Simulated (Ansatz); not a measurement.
Species: TaH₄, charge 0, multiplicity 2. The spin state was set by rule; other spins were not relaxed. 
Structure (B3LYP-D3(BJ)/def2-TZVP (Ansatz, a quantum-chemistry and plane-wave program) minimum search):
SMILES: [TaH4]
```xyz
5

Ta     0.0000     0.0000     0.0000
H      1.2794    -0.3060     1.1926
H     -1.2734     1.0403     0.6701
H     -0.6366    -1.5968    -0.4446
H      0.6306     0.8626    -1.4181
```
Charge 0, spin multiplicity 2.

Property: atomisation energy (electronic, to ground-state atoms), in kcal/mol. Cores are frozen in the correlated levels unless marked. Open shells are spin-unrestricted. No spin-orbit coupling. Frozen are the shells of the preceding noble gas and the d and f shells that filled before the atom's block. Past Kr the def2 sets carry scalar-relativistic core potentials. The coupled-cluster limit lacks core correlation, which all-electron functionals hold. CBS(X,Y): correlation extrapolated as X^-3; Hartree-Fock from the larger set.

| level | program | atomisation energy (kcal/mol) |
|---|---|---|
| PBE0-D3(BJ)/def2-TZVP | Ansatz + dftd3 | 278.2 |
| BHLYP-D3(BJ)/def2-TZVPD | Ansatz + dftd3 | 279.3 |
| MP2/CBS(def2-TZVPP,def2-QZVPP) | Ansatz | 271.6 |
| RI-MP2/def2-TZVPP | Ansatz | 265.2 |
| CCSD(T)/def2-SVPD | Ansatz | 263.3 |
| CCSD(T)/def2-TZVPPD | Ansatz | 278.2 |
| CCSD(T)/CBS(def2-TZVPPD,def2-QZVPPD) | Ansatz | 281.5 |
